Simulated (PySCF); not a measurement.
PySCF job for Na(OtBu) (C4H9NaO), SMILES CC(C)(C)[O][Na], HF/pcSseg-1. Geometry optimised at PBE0-D3(BJ)/def2-SVP. The isomer is the one that the SMILES or the coordinates give; other isomers of the formula were not compared.

```python
import numpy as np
from pyscf import gto, scf, dft
from pyscf.prop.nmr import rhf as nmr

mol = gto.M(
    atom='''
    Na    0.00000000   -0.00000000   -2.69778564
    O    -0.00000000    0.00000000   -0.75213168
    C     0.00000000    0.00000001    0.61391611
    C     1.25085156   -0.72217949    1.14643346
    C    -1.25085156   -0.72217949    1.14643346
    C     0.00000000    1.44435897    1.14643345
    H     1.29866120   -0.74978239    2.24825945
    H     1.26423268   -1.75825648    0.77143639
    H     2.15481112   -0.21572937    0.77143639
    H    -1.26423268   -1.75825649    0.77143639
    H    -1.29866121   -0.74978240    2.24825945
    H    -2.15481112   -0.21572938    0.77143638
    H     0.89057844    1.97398586    0.77143638
    H    -0.89057845    1.97398585    0.77143638
    H    -0.00000000    1.49956480    2.24825945
    ''',
    basis='pcSseg-1',
    charge=0,
    spin=0,
    max_memory=1600,
    verbose=3,
)
mf = scf.RHF(mol)
mf.conv_tol = 1e-10
mf.max_cycle = 100
mf.kernel()
n = nmr.NMR(mf)
n.verbose = 2
n.max_cycle_cphf = 60
sigma = n.kernel()
print('atom   isotropic/ppm   span/ppm')
for i, s in enumerate(sigma):
    w = np.linalg.eigvalsh((s + s.T) / 2)
    print(f'{mol.atom_symbol(i):2s}{i + 1:3d} {w.mean():14.3f} {w[2] - w[0]:11.3f}')
```

Log of the run:

```
converged SCF energy = -393.390475687934
atom   isotropic/ppm   span/ppm
Na  1        581.337      73.442
O   2        303.327       9.600
C   3        134.808      45.192
C   4        154.063      51.735
C   5        154.063      51.735
C   6        154.063      51.735
H   7         30.947       9.392
H   8         30.759       7.777
H   9         30.759       7.777
H  10         30.759       7.777
H  11         30.947       9.392
H  12         30.759       7.777
H  13         30.759       7.777
H  14         30.759       7.777
H  15         30.947       9.392
```

Self-consistency was reached.
